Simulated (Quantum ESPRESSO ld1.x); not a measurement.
Problem. These are the eigenvalues of the occupied orbitals of an atom or ion with whole-number occupations (hartree). All-electron calculation, scalar-relativistic Kohn-Sham, exchange-only LDA, spin-polarised, spherical densities, point nucleus. Program: ld1.x of Quantum ESPRESSO 7.5.

1s up: -101.314
1s down: -101.305
2s up: -9.79911
2s down: -9.78855
2p up: -7.59176
2p down: -7.57893
3p up: -0.70529
3p down: -0.65272
4s up: -0.10078
4s down: -0.09515

Which element is it, and in what charge state? The configuration may be excited. Open shells, if any, are filled with parallel spins first.

Solution. Z = 17, chlorine, charge 0: Cl in [Ne] 3p5 4s2. The list shows which subshells hold electrons but not how many an open one holds; the 1s level, -101.31 hartree, gives Z - s = 14.2 by -(Z - s)^2/2, which with screening and relativity narrows Z to a few neighbours, and the depths of the outer levels then fix element, charge and occupations together.
